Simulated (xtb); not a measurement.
disilylmethane (CH₈Si₂), singlet, from a rough starting geometry; GFN2-xTB run with xtb.

Input for xtb:
```
$ xtb mol.xyz --gfn 2 --opt vtight --json

# file mol.xyz
11

Si     1.45202062     0.75220336    -0.00066240
C      0.28783422    -0.65264933    -0.14841884
Si    -1.57650166    -0.20845827     0.10081787
H      2.78891947     0.21166945    -0.13554883
H      1.11771818     1.71647171    -1.02707003
H      1.23512991     1.31506257     1.33877958
H      0.51272406    -1.43477764     0.59953586
H      0.35600089    -1.21939864    -1.11068531
H     -2.01897674     0.70233524    -0.97791815
H     -1.80630499     0.31575524     1.43222562
H     -2.43616792    -1.44814524    -0.00948024
```

Output, abridged:

```
   ID    Z sym.   atoms
    1   14 Si     1, 3
    2    6 C      2
    3    1 H      4-11

           -------------------------------------------------
          |                Calculation Setup                |
           -------------------------------------------------

           -------------------------------------------------
          |                 G F N 2 - x T B                 |
           -------------------------------------------------

          ...................................................
          :                      SETUP                      :
          :.................................................:
          :  # basis functions                  32          :
          :  # atomic orbitals                  30          :
          :  # shells                           16          :
          :  # electrons                        20          :
          :  max. iterations                   250          :
          :  Hamiltonian                  GFN2-xTB          :
          :  restarted?                      false          :
          :  GBSA solvation                  false          :
          :  PC potential                    false          :
          :  electronic temp.          300.0000000     K    :
          :  accuracy                    1.0000000          :
          :  -> integral cutoff          0.2500000E+02      :
          :  -> integral neglect         0.1000000E-07      :
          :  -> SCF convergence          0.1000000E-05 Eh   :
          :  -> wf. convergence          0.1000000E-03 e    :
          :  Broyden damping             0.4000000          :
          :  net charge                          0          :
          :  unpaired electrons                  0          :
          ...................................................

 iter      E             dE          RMSdq      gap      omega  full diag
   1     -9.6305693 -0.963057E+01  0.599E+00    6.25       0.0  T
   2     -9.7676881 -0.137119E+00  0.213E+00    5.25       1.0  T
   3     -9.7692841 -0.159604E-02  0.218E+00    5.58       1.0  T
   4     -9.7709785 -0.169442E-02  0.154E+00    5.52       1.0  T
   5     -9.7713978 -0.419254E-03  0.598E-01    5.51       1.0  T
   6     -9.7716197 -0.221916E-03  0.105E-01    5.45       1.0  T
   7     -9.7716249 -0.520559E-05  0.432E-02    5.45       1.0  T
   8     -9.7716257 -0.818569E-06  0.867E-03    5.45       3.5  T
   9     -9.7716258 -0.767121E-07  0.291E-03    5.45      10.4  T
[...]
 * total energy  :    -9.6596965 Eh     change       -0.1052509E-09 Eh
 * total energy  :    -9.6646833 Eh     change       -0.4986771E-02 Eh
 * total energy  :    -9.6652197 Eh     change       -0.5363942E-03 Eh
 * total energy  :    -9.6652608 Eh     change       -0.4115796E-04 Eh
 * total energy  :    -9.6652668 Eh     change       -0.5983771E-05 Eh
 * total energy  :    -9.6652689 Eh     change       -0.2043166E-05 Eh
 * total energy  :    -9.6652694 Eh     change       -0.5706182E-06 Eh
 * total energy  :    -9.6652698 Eh     change       -0.3533741E-06 Eh
 * total energy  :    -9.6652700 Eh     change       -0.2507642E-06 Eh
 * total energy  :    -9.6652702 Eh     change       -0.1574165E-06 Eh
 * total energy  :    -9.6652703 Eh     change       -0.1263260E-06 Eh
 * total energy  :    -9.6652704 Eh     change       -0.9231698E-07 Eh
   *** GEOMETRY OPTIMIZATION CONVERGED AFTER 12 ITERATIONS ***
         :: total energy              -9.665270421382 Eh    ::
[...]
     7   1 H        0.925     0.010     2.898     2.662
     8   1 H        0.925     0.010     2.898     2.662
     9   1 H        0.918    -0.112     5.987     3.827
    10   1 H        0.918    -0.112     5.989     3.828
    11   1 H        0.917    -0.107     5.827     3.775

 Mol. C6AA /au·bohr⁶  :       1825.696867
 Mol. C8AA /au·bohr⁸  :      65838.676579
 Mol. α(0) /au        :         73.667527

Wiberg/Mayer (AO) data.
largest (>0.10) Wiberg bond orders for each atom

 ---------------------------------------------------------------------------
     #   Z sym  total        # sym  WBO       # sym  WBO       # sym  WBO
 ---------------------------------------------------------------------------
     1  14 Si   3.646 --     2 C    0.921     6 H    0.898     5 H    0.898
                             4 H    0.895
     2   6 C    3.964 --     7 H    0.983     8 H    0.983     3 Si   0.921
                             1 Si   0.921
     3  14 Si   3.646 --     2 C    0.921     9 H    0.898    10 H    0.898
                            11 H    0.895
     4   1 H    0.988 --     1 Si   0.895
     5   1 H    0.988 --     1 Si   0.898
     6   1 H    0.988 --     1 Si   0.898
     7   1 H    1.000 --     2 C    0.983
     8   1 H    1.000 --     2 C    0.983
     9   1 H    0.988 --     3 Si   0.898
    10   1 H    0.988 --     3 Si   0.898
    11   1 H    0.988 --     3 Si   0.895
 ---------------------------------------------------------------------------

Topologies differ in total number of bonds
Writing topology from bond orders to xtbtopo.mol

molecular dipole:
                 x           y           z       tot (Debye)
 q only:       -0.023       0.071       0.013
   full:        0.044      -0.137      -0.026       0.371
molecular quadrupole (traceless):
                xx          xy          yy          xz          yz          zz
 q only:        0.235       0.164      -0.219       0.008      -0.046      -0.016
  q+dip:       -2.384      -1.155       0.764       0.124      -0.054       1.621
   full:       -1.623      -0.842       0.679       0.063       0.019       0.944

optimized geometry written to: xtbopt.xyz

           -------------------------------------------------
          | TOTAL ENERGY               -9.665270421382 Eh   |
          | GRADIENT NORM               0.000021520220 Eh/α |
          | HOMO-LUMO GAP               5.559451320164 eV   |
           -------------------------------------------------
```
